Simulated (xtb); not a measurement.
CH$_{3}$S (SMILES [CH2-]S), charge -1, singlet, geometry from GFN2-xTB; GFN2-xTB in xtb 6.7.1.

Input for xtb:
```
$ xtb mol.xyz --gfn 2 --chrg -1 --uhf 0 --json

# file mol.xyz
5

C     -0.18310410     1.16138186     0.01505557
S     -0.04796709    -0.56372168    -0.01148952
H      1.29602576    -1.14309776     0.01927862
H      0.25755768     1.58118756     0.93632275
H      0.31251462     1.61316597    -0.86210237
```

The log (banner, timings and long lists left out):

```
   ID    Z sym.   atoms
    1    6 C      1
    2   16 S      2
    3    1 H      3-5

           -------------------------------------------------
          |                Calculation Setup                |
           -------------------------------------------------

           -------------------------------------------------
          |                 G F N 2 - x T B                 |
           -------------------------------------------------

          ...................................................
          :                      SETUP                      :
          :.................................................:
          :  # basis functions                  17          :
          :  # atomic orbitals                  16          :
          :  # shells                            8          :
          :  # electrons                        14          :
          :  max. iterations                   250          :
          :  Hamiltonian                  GFN2-xTB          :
          :  restarted?                      false          :
          :  GBSA solvation                  false          :
          :  PC potential                    false          :
          :  electronic temp.          300.0000000     K    :
          :  accuracy                    1.0000000          :
          :  -> integral cutoff          0.2500000E+02      :
          :  -> integral neglect         0.1000000E-07      :
          :  -> SCF convergence          0.1000000E-05 Eh   :
          :  -> wf. convergence          0.1000000E-03 e    :
          :  Broyden damping             0.4000000          :
          :  net charge                         -1          :
          :  unpaired electrons                  0          :
          ...................................................

 iter      E             dE          RMSdq      gap      omega  full diag
   1     -7.0360320 -0.703603E+01  0.567E+00    3.23       0.0  T
   2     -7.0651141 -0.290821E-01  0.323E+00    4.40       1.0  T
   3     -7.0718670 -0.675282E-02  0.177E+00    3.77       1.0  T
   4     -7.0726613 -0.794378E-03  0.418E-01    3.81       1.0  T
   5     -7.0727050 -0.436251E-04  0.129E-01    3.86       1.0  T
   6     -7.0727159 -0.109306E-04  0.441E-02    3.84       1.0  T
   7     -7.0727159 -0.462081E-07  0.117E-02    3.84       3.8  T
   8     -7.0727162 -0.237982E-06  0.474E-03    3.84       9.4  T
   9     -7.0727162  0.498841E-08  0.218E-03    3.84      20.5  T
  10     -7.0727162 -0.960686E-08  0.346E-04    3.84     129.4  T
  11     -7.0727162 -0.181709E-09  0.112E-04    3.84     400.9  T

   *** convergence criteria satisfied after 11 iterations ***

         :::::::::::::::::::::::::::::::::::::::::::::::::::::
         ::                     SUMMARY                     ::
         :::::::::::::::::::::::::::::::::::::::::::::::::::::
         :: total energy              -7.026047392310 Eh    ::
         :: gradient norm              0.000051776790 Eh/a0 ::
         :: HOMO-LUMO gap              3.841261363229 eV    ::
         ::.................................................::
         :: SCC energy                -7.072716140565 Eh    ::
         :: -> isotropic ES            0.129001872327 Eh    ::
         :: -> anisotropic ES         -0.002473468794 Eh    ::
         :: -> anisotropic XC          0.002782514077 Eh    ::
         :: -> dispersion             -0.002360074527 Eh    ::
         :: repulsion energy           0.046668748255 Eh    ::
         :: add. restraining           0.000000000000 Eh    ::
         :: total charge              -1.000000000000 e     ::
         :::::::::::::::::::::::::::::::::::::::::::::::::::::

           -------------------------------------------------
          |                Property Printout                |
           -------------------------------------------------

    * Orbital Energies and Occupations

         #    Occupation            Energy/Eh            Energy/eV
      -------------------------------------------------------------
         1        2.0000           -0.4666728             -12.6988
         2        2.0000           -0.3203262              -8.7165
         3        2.0000           -0.2626390              -7.1468
         4        2.0000           -0.2340930              -6.3700
         5        2.0000           -0.1977091              -5.3799
         6        2.0000           -0.1379109              -3.7527
         7        2.0000           -0.0923976              -2.5143 (HOMO)
         8                          0.0487661               1.3270 (LUMO)
         9                          0.0913086               2.4846
        10                          0.2064317               5.6173
        11                          0.2233126               6.0766
        12                          0.2344518               6.3798
        13                          0.4141153              11.2687
        14                          0.4610047              12.5446
        15                          0.4679719              12.7342
        16                          0.6923856              18.8408
      -------------------------------------------------------------
                  HL-Gap            0.1411638 Eh            3.8413 eV
             Fermi-level           -0.0218157 Eh           -0.5936 eV

     #   Z          covCN         q      C6AA      α(0)
     1   6 C        2.819    -0.141    31.617     9.213
     2  16 S        1.875    -0.589   168.013    21.816
     3   1 H        0.900    -0.026     3.552     2.949
     4   1 H        0.923    -0.122     6.407     3.959
     5   1 H        0.923    -0.122     6.407     3.959

 Mol. C6AA /au·bohr⁶  :        651.155503
 Mol. C8AA /au·bohr⁸  :      21038.087642
 Mol. α(0) /au        :         41.895235

Wiberg/Mayer (AO) data.
largest (>0.10) Wiberg bond orders for each atom

 ---------------------------------------------------------------------------
     #   Z sym  total        # sym  WBO       # sym  WBO       # sym  WBO
 ---------------------------------------------------------------------------
     1   6 C    3.345 --     2 S    1.289     4 H    0.970     5 H    0.970
                             3 H    0.117
     2  16 S    2.192 --     1 C    1.289     3 H    0.877
     3   1 H    0.999 --     2 S    0.877     1 C    0.117
     4   1 H    0.985 --     1 C    0.970
     5   1 H    0.985 --     1 C    0.970
 ---------------------------------------------------------------------------

Topologies differ in total number of bonds
Writing topology from bond orders to xtbtopo.mol

molecular dipole:
                 x           y           z       tot (Debye)
 q only:       -0.092      -0.365      -0.009
   full:        0.535      -0.093       0.015       1.381
molecular quadrupole (traceless):
                xx          xy          yy          xz          yz          zz
 q only:        1.954      -0.317      -3.218       0.015      -0.089       1.264
  q+dip:        2.044       0.984      -4.244       0.013      -0.085       2.200
   full:        2.108       0.878      -3.819       0.028      -0.072       1.711

           -------------------------------------------------
          | TOTAL ENERGY               -7.026047392310 Eh   |
          | GRADIENT NORM               0.000051776790 Eh/α |
          | HOMO-LUMO GAP               3.841261363229 eV   |
           -------------------------------------------------

normal termination of xtb
```
